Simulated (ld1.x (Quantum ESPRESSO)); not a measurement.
Before and after: TM potential for thulium

```json
{
 "Element": "thulium (Tm)",
 "Generator": "ld1.x (Quantum ESPRESSO) 7.5",
 "Type": "norm-conserving Troullier–Martins (Kleinman–Bylander form)",
 "Functional": "PBE",
 "Relativity": "fully relativistic",
 "Frozen core": "[Xe] 4f12",
 "Valence charge": "3",
 "Reference configuration": "5d1 6s2 6p0",
 "Partial waves": "6s (bound): rc 2.60 bohr; 6p (bound, empty): rc 3.40 bohr; 5d (bound): rc 1.85 bohr",
 "Local potential": "all-electron potential smoothed inside 1.55 bohr (lloc = -2)",
 "Core correction": "none"
}
```

Open shells are filled in proportion to 2j + 1 (rel_dist='average').

Change: scalar-relativistic.

Cutoffs: the cutoffs (Ry, on a coarse ladder) from which the occupation-weighted sum of valence levels, in a spherical-Bessel basis at the reference potential, stays within 10 and 1 mRy of its value at 400 Ry; they do not see the model core or the augmentation charge, which bear on the density cutoff. Errors are all-electron minus pseudo energies relative to the spin-unpolarised reference configuration.

Q: Predict the effect on cutoff, ghosts and configuration errors.

A: The potential gets neither clearly harder nor softer (18 Ry and 25 Ry → 18 Ry and 25 Ry); both files keep a bound ghost (p, s); of the 7 tests that both files solve, the error grows in 1 and shrinks in 2 by more than 15 % and 0.3 meV (median size 44.1 → 41.2 meV).

| quantity | base | changed |
| --- | --- | --- |
| cutoff, loose | 18 Ry | 18 Ry |
| cutoff, tight | 25 Ry | 25 Ry |
| bound ghosts | s, p3/2, p1/2 | s, p |
| error for 5d1 6s1 6p0, meV [ΔE 7.15 eV] | +2.5 | +0.2 |
| error for 5d1 6s0 6p0, meV [ΔE 20.08 eV] | +203 | +198 |
| error for 5d1 6s1.5 6p0, meV [ΔE 2.89 eV] | -0.5 | -1.5 |
| error for 5d1 6s1 6p1, meV [ΔE 3.23 → 3.25 eV] | +2.5 | +1.8 |
| error for 5d2 6s1 6p0, meV [ΔE 2.64 eV] | +44 | +41 |
| error for 5d0 6s2 6p1, meV [ΔE 1.19 → 1.21 eV] | +146 | +149 |
| error for 5d2 6s0 6p0, meV [ΔE 9.25 eV] | +161 | +156 |
| s: phases at 3.71 bohr within 0.05 rad from the reference energy up to (Ry; the scan ends near 5) | 1.4 | 1.4 |

Base: These tests converged, but a pseudo level misses the all-electron one widely, so the file describes the atom poorly there or has found another state: 5d1 6s0 6p0: empty 6p by 3.4 eV. Changed file: These tests converged, but a pseudo level misses the all-electron one widely, so the file describes the atom poorly there or has found another state: 5d1 6s0 6p0: empty 6p by 3.0 eV. A true bound ghost makes a file unfit for plane-wave use even where its test errors are small: the radial tests pick states by their node count and pass the ghost by.
